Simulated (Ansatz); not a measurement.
## Nudged elastic band run: BrH$_{5}$OSi

input.yaml

```yaml
crystal:
  periodic: [false, false, false]
  atoms:
    - { symbol: Si, position_ang: [0.389446, 0.882505, -0.388545] }
    - { symbol: H, position_ang: [0.443714, -0.349555, -1.279813] }
    - { symbol: H, position_ang: [1.516988, 1.7932, -0.765687] }
    - { symbol: H, position_ang: [-0.931117, 1.555706, -0.666327] }
    - { symbol: O, position_ang: [0.612648, 0.486733, 1.224589] }
    - { symbol: H, position_ang: [-0.631357, -1.897139, -0.423809] }
    - { symbol: Br, position_ang: [-1.388816, -2.281613, 0.744662] }
    - { symbol: H, position_ang: [-0.011406, -0.189837, 1.55493] }
basis:
  gaussian: { orbitals: def2-SVP }
hamiltonian:
  xc: pbe
  dispersion: d4
neb:
  order_check: false
  images: 4
  f_tol: 0.05
  max_iterations: 60
  climbing: false
  final_atoms:
    - { symbol: Si, position_ang: [0.16902345, 0.31684585, 0.47018636] }
    - { symbol: H, position_ang: [-0.18518633, -0.85617228, -2.83997929] }
    - { symbol: H, position_ang: [1.42786483, 0.24402324, -0.32708188] }
    - { symbol: H, position_ang: [-0.97144666, 0.92385753, -0.29468492] }
    - { symbol: O, position_ang: [0.55345242, 1.18471278, 1.84400655] }
    - { symbol: H, position_ang: [-0.3395208, -1.35973607, -2.27782883] }
    - { symbol: Br, position_ang: [-0.47917682, -1.78606041, 0.95235288] }
    - { symbol: H, position_ang: [-0.17491007, 1.33252935, 2.47302912] }
  initial_path:
    images:
      - { positions_ang: [[0.389446, 0.882505, -0.388545], [0.443714, -0.349555, -1.279813], [1.516988, 1.7932, -0.765687], [-0.931117, 1.555706, -0.666327], [0.612648, 0.486733, 1.224589], [-0.631357, -1.897139, -0.423809], [-1.388816, -2.281613, 0.744662], [-0.011406, -0.189837, 1.55493]] }
      - { positions_ang: [[0.30651184, 0.70705631, -0.24895912], [0.21056663, -0.37697837, -1.43953814], [1.52973402, 1.19833363, -0.65203998], [-1.00436483, 1.33895294, -0.54098824], [0.59771215, 0.67432179, 1.31154845], [-0.55118945, -1.66728745, -0.83930848], [-1.0917344, -2.20567352, 0.59418637], [0.00286403, 0.33127466, 1.81509913]] }
      - { positions_ang: [[0.22357769, 0.53160762, -0.10937324], [-0.02258073, -0.40440174, -1.59926328], [1.54248004, 0.60346725, -0.53839296], [-1.07761265, 1.12219989, -0.41564947], [0.5827763, 0.86191059, 1.3985079], [-0.4710219, -1.43743589, -1.25480796], [-0.79465281, -2.12973404, 0.44371075], [0.01713407, 0.85238633, 2.07526826]] }
      - { positions_ang: [[0.17949318, 0.41847579, 0.06237303], [-0.1483608, -0.5057252, -1.91129653], [1.5246554, 0.2936319, -0.45067194], [-1.08567858, 0.9958302, -0.34132105], [0.57093718, 1.00150654, 1.52239141], [-0.41265466, -1.32995531, -1.62561193], [-0.61272497, -2.03062352, 0.48524892], [-0.01556675, 1.1568596, 2.25888809]] }
      - { positions_ang: [[0.17425831, 0.36766082, 0.2662797], [-0.16677357, -0.68094874, -2.37563791], [1.47626011, 0.26882757, -0.38887691], [-1.02856262, 0.95984386, -0.31800298], [0.5621948, 1.09310966, 1.68319898], [-0.37608773, -1.34484569, -1.95172038], [-0.5459509, -1.90834197, 0.7188009], [-0.09523841, 1.24469447, 2.3659586]] }
      - { positions_ang: [[0.16902345, 0.31684585, 0.47018636], [-0.18518633, -0.85617228, -2.83997929], [1.42786483, 0.24402324, -0.32708188], [-0.97144666, 0.92385753, -0.29468492], [0.55345242, 1.18471278, 1.84400655], [-0.3395208, -1.35973607, -2.27782883], [-0.47917682, -1.78606041, 0.95235288], [-0.17491007, 1.33252935, 2.47302912]] }
```

Run as:

```bash
$ ansatz run input.yaml --threads 2 --pin off --max-ram 3072MiB --backend cpu --events-out ev --progress --plain --runs-dir out
```

Output, in part (warnings, iteration lines, the closing report on the highest movable image, with atoms numbered from 0):

```
NEB end point (image 0): max|allowed force component| = 2.839e-2 eV/Å (the criterion of neb.relax_end_points is 1.000e-2)
NEB end point (image 5): max|allowed force component| = 2.836e-2 eV/Å (the criterion of neb.relax_end_points is 1.000e-2)
NEB iter   1: max|band force component| = 6.462e0 eV/Å  barrier→ = 2.3401 eV  barrier← = 3.0307 eV  Δτ_max = 0.2000 Å  (153 SCF iters)
NEB iter   2: max|band force component| = 1.462e0 eV/Å  barrier→ = 1.4929 eV  barrier← = 2.1835 eV  Δτ_max = 0.2000 Å  (130 SCF iters)
NEB iter   3: max|band force component| = 7.831e-1 eV/Å  barrier→ = 1.2597 eV  barrier← = 1.9503 eV  Δτ_max = 0.1970 Å  (113 SCF iters)
NEB iter   4: max|band force component| = 7.558e-1 eV/Å  barrier→ = 1.1677 eV  barrier← = 1.8583 eV  Δτ_max = 0.1173 Å  (108 SCF iters)
NEB iter   5: max|band force component| = 4.195e-1 eV/Å  barrier→ = 1.1534 eV  barrier← = 1.8440 eV  Δτ_max = 0.1187 Å  (108 SCF iters)
NEB iter   6: max|band force component| = 4.013e-1 eV/Å  barrier→ = 1.1633 eV  barrier← = 1.8540 eV  Δτ_max = 0.1321 Å  (106 SCF iters)
NEB iter   7: max|band force component| = 3.816e-1 eV/Å  barrier→ = 1.1297 eV  barrier← = 1.8204 eV  Δτ_max = 0.1949 Å  (108 SCF iters)
NEB iter   8: max|band force component| = 9.358e-1 eV/Å  barrier→ = 0.9889 eV  barrier← = 1.6796 eV  Δτ_max = 0.1011 Å  (111 SCF iters)
NEB iter   9: max|band force component| = 7.487e-1 eV/Å  barrier→ = 0.8960 eV  barrier← = 1.5867 eV  Δτ_max = 0.0999 Å  (106 SCF iters)
NEB iter  10: max|band force component| = 3.440e-1 eV/Å  barrier→ = 0.8051 eV  barrier← = 1.4958 eV  Δτ_max = 0.1967 Å  (105 SCF iters)
NEB iter  11: max|band force component| = 4.987e-1 eV/Å  barrier→ = 0.6503 eV  barrier← = 1.3410 eV  Δτ_max = 0.1000 Å  (107 SCF iters)
NEB iter  12: max|band force component| = 3.651e-1 eV/Å  barrier→ = 0.5244 eV  barrier← = 1.2151 eV  Δτ_max = 0.0992 Å  (107 SCF iters)
NEB iter  13: max|band force component| = 3.740e-1 eV/Å  barrier→ = 0.4863 eV  barrier← = 1.1770 eV  Δτ_max = 0.0498 Å  (106 SCF iters)
NEB iter  14: max|band force component| = 2.522e-1 eV/Å  barrier→ = 0.4769 eV  barrier← = 1.1675 eV  Δτ_max = 0.0501 Å  (104 SCF iters)
NEB iter  15: max|band force component| = 1.796e-1 eV/Å  barrier→ = 0.4678 eV  barrier← = 1.1584 eV  Δτ_max = 0.0396 Å  (106 SCF iters)
NEB iter  16: max|band force component| = 1.679e-1 eV/Å  barrier→ = 0.4647 eV  barrier← = 1.1554 eV  Δτ_max = 0.0500 Å  (107 SCF iters)
NEB iter  17: max|band force component| = 1.256e-1 eV/Å  barrier→ = 0.4603 eV  barrier← = 1.1509 eV  Δτ_max = 0.0448 Å  (102 SCF iters)
NEB iter  18: max|band force component| = 5.141e-2 eV/Å  barrier→ = 0.4585 eV  barrier← = 1.1491 eV  Δτ_max = 0.0497 Å  (108 SCF iters)
NEB iter  19: max|band force component| = 4.281e-2 eV/Å  barrier→ = 0.4586 eV  barrier← = 1.1493 eV  Δτ_max = 0.0000 Å  (212 SCF iters)
Total energy: -80023.11828873 eV, -2940.7953554932 hartree
Atom 0 at     0.281105     0.627110    -0.279200 Å, force     0.305686     0.173888    -0.288622 eV/Å
Atom 1 at     0.488583    -0.615553    -1.237133 Å, force    -0.031665     0.303304     0.395902 eV/Å
Atom 2 at     1.363197     1.428115    -0.887229 Å, force     0.214919     0.522381    -0.037693 eV/Å
Atom 3 at    -1.104212     1.152429    -0.533252 Å, force     0.106415    -0.065156    -0.070843 eV/Å
Atom 4 at     0.696918     0.570851     1.342043 Å, force     0.028367    -0.183077    -0.206387 eV/Å
Atom 5 at    -0.410255    -1.457970    -0.741563 Å, force    -0.431852    -0.175989     0.618274 eV/Å
Atom 6 at    -1.381910    -1.894976     0.354024 Å, force    -0.146819    -0.461733    -0.144386 eV/Å
Atom 7 at     0.066674     0.189993     1.982311 Å, force    -0.045050    -0.113618    -0.266245 eV/Å
Dipole moment:    -0.047165     0.091545    -0.028000 e Å
```

It converged. No image climbed, so the highest image needn't sit at the top of the path. A band with more images between the same ends climbed to 1.02 eV, so this one has probably stepped over the top. The orbitals stay closed-shell, which can raise the energy where a bond breaks towards radicals; this wasn't checked here.

Final band (atoms are numbered from 1 in the order of the input):

```
image  path coordinate (Å)  energy (kJ/mol)  Si1–H2 (Å)  H6–Br7 (Å)  Si1–Br7 (Å)
    0                 0.00              0.0        1.52        1.44         3.80
    1                 1.24             44.3        1.58        1.53         3.09
    2                 2.48             37.6        2.24        2.25         2.42
    3                 3.73            -54.0        3.18        2.71         2.26
    4                 4.97            -66.1        3.89        3.15         2.25
    5                 6.21            -66.6        3.53        3.26         2.25
```

The run took 99 s on 2 threads of Arm Neoverse V2 (shared host), peak memory 0.13 GiB.
